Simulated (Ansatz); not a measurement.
Ansatz results at the PBE0-D4/def2-TZVP geometry: HOMO–LUMO gap (ωB97M-V/def2-TZVPP) 11.00 eV; size of the dipole moment (PBE/def2-TZVPP) 2.29 D; zero-point energy (PBE0-D4/def2-TZVP) 221.7 kJ/mol.

Each molecule was computed in one conformer, which needn't be the lowest.

Question: Which molecule gave them?
A. `[CH3][AlH][O]CS`
B. `B[SiH2]N=C`
C. `O[SiH2][O][AlH2]`
D. `C[CH2][Al]([OH])[SH]`

Answer: A. The others give `O[SiH2][O][AlH2]`: 10.97, 1.37, 130.4; `B[SiH2]N=C`: 9.01, 1.12, 175.9; `C[CH2][Al]([OH])[SH]`: 11.13, 0.85, 230.9.
